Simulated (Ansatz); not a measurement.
A nudged elastic band was laid between two geometries of CH2ClNSi (6 atoms, charge 0, multiplicity 1).

Computed with RHF/def2-SVP in Ansatz 0.2.0.

| Quantity | Value |
| --- | --- |
| movable images | 5 |
| climbing image | yes |
| spring | 5.0 eV/Å² |
| optimiser | quadratic models (default) |
| start path | through a guess of the saddle point |
| force threshold | 0.05 eV/Å |
| iteration limit | 60 |
| end points | relaxed |

Initial state:

```xyz
6
Properties=species:S:1:pos:R:3
Cl -0.398 -2.059 -1.208
Si 0.062 -0.140 -0.648
C 0.171 0.365 1.033
N -0.947 0.687 0.518
H 0.637 0.557 -1.792
H 0.517 0.526 2.052
```

Final state:

```xyz
6
Properties=species:S:1:pos:R:3
Cl -0.613 -1.972 -1.178
Si 0.254 -0.193 -0.623
C 1.062 0.064 1.043
N -0.183 0.461 0.893
H 0.297 0.700 -1.777
H -0.775 0.877 1.596
```

Task: Which bonds break or form, and what moves?

Result: Bonds broken: C3–H6. Bonds formed: N4–H6.

Task: Give the energies along the band, and the barrier.

Result: The run converged. The highest image is number 3 of 0 to 6, 87.8 kcal/mol above the first end and 62.0 kcal/mol above the last; the last end lies 25.7 kcal/mol above the first. Neighbouring images differ by up to 1.8 eV, so the band resolves the path poorly. A vibrational analysis at the climbing image gives one clearly imaginary mode, 1993i cm⁻¹: a first-order saddle point. The orbitals stay closed-shell, which can raise the energy where a bond breaks towards radicals; this wasn't checked here.

```json
{"image": "0", "path coordinate (Å)": "0.00", "energy (kcal/mol)": "0.0", "C3–H6 (Å)": "1.09", "N4–H6 (Å)": "2.13"}
{"image": "1", "path coordinate (Å)": "0.40", "energy (kcal/mol)": "8.3", "C3–H6 (Å)": "1.07", "N4–H6 (Å)": "1.98"}
{"image": "2", "path coordinate (Å)": "0.81", "energy (kcal/mol)": "47.4", "C3–H6 (Å)": "1.08", "N4–H6 (Å)": "1.62"}
{"image": "3", "path coordinate (Å)": "1.21", "energy (kcal/mol)": "87.8", "C3–H6 (Å)": "1.23", "N4–H6 (Å)": "1.20"}
{"image": "4", "path coordinate (Å)": "1.59", "energy (kcal/mol)": "61.6", "C3–H6 (Å)": "1.61", "N4–H6 (Å)": "1.01"}
{"image": "5", "path coordinate (Å)": "1.97", "energy (kcal/mol)": "33.0", "C3–H6 (Å)": "1.94", "N4–H6 (Å)": "1.00"}
{"image": "6", "path coordinate (Å)": "2.35", "energy (kcal/mol)": "25.7", "C3–H6 (Å)": "2.08", "N4–H6 (Å)": "1.01"}
```

Task: What is the geometry of the highest image?

Result: 
```xyz
6
Properties=species:S:1:pos:R:3:forces:R:3
Cl -0.566 -2.019 -1.097 -0.01 0.01 -0.01
Si 0.140 -0.157 -0.626 0.01 0.01 0.03
C 0.734 0.341 1.004 0.03 0.01 0.01
N -0.536 0.750 0.687 -0.03 -0.01 -0.03
H 0.482 0.621 -1.803 0.00 -0.01 0.00
H -0.212 0.399 1.790 0.00 0.00 0.01
```

Time of the run: 42 s on 1 thread of Arm Neoverse V2, with other jobs on the host, peak memory 0.13 GiB.
